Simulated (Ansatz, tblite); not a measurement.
Forces on the cluster K6F5⁺ at its PBE0-D4/def2-SVP geometry. Charge 1, multiplicity 1.

The xTB rows come from tblite. Another isomer (singlet) lies 0.04 eV lower at PBE0-D4/def2-TZVP; other spin states weren't run for this one.

GFN1-xTB (tblite), largest force 0.34 eV/Å:

```xyz
11
positions Å, forces eV/Å
K    -1.915    2.173   -0.528    0.099   -0.117    0.029
K     2.361   -2.779    0.638   -0.234    0.239   -0.067
K    -0.990   -0.222    2.019    0.286    0.058   -0.155
K     1.180    3.430    0.747   -0.130   -0.306   -0.076
K     0.584    0.148   -2.177    0.113    0.015    0.310
K    -0.989   -2.705   -0.609    0.050    0.145    0.031
F     0.190   -2.320    1.559   -0.011   -0.063    0.052
F     1.293   -2.062   -1.391    0.029   -0.053   -0.056
F    -0.667    2.176    1.635   -0.033    0.053    0.054
F     0.441    2.435   -1.312    0.007    0.063   -0.054
F    -1.488   -0.273   -0.582   -0.176   -0.032   -0.069
```

GFN2-xTB (tblite), largest force 0.49 eV/Å:

```
K 0.151 -0.148 0.045
K -0.414 0.218 -0.136
K 0.333 0.066 -0.110
K -0.305 -0.351 -0.145
K 0.177 0.027 0.308
K 0.088 0.191 0.049
F 0.039 0.142 -0.155
F -0.079 0.115 0.163
F 0.088 -0.112 -0.159
F -0.032 -0.140 0.157
F -0.046 -0.008 -0.018
```

PBE-D4/def2-TZVP (Ansatz), largest force 0.22 eV/Å:

```
K -0.158 0.080 -0.050
K 0.197 -0.058 0.069
K -0.062 -0.012 0.095
K 0.162 0.123 0.070
K 0.016 0.004 -0.114
K -0.117 -0.130 -0.055
F -0.009 -0.134 0.142
F 0.094 -0.110 -0.133
F -0.058 0.116 0.147
F 0.047 0.142 -0.127
F -0.111 -0.021 -0.044
```
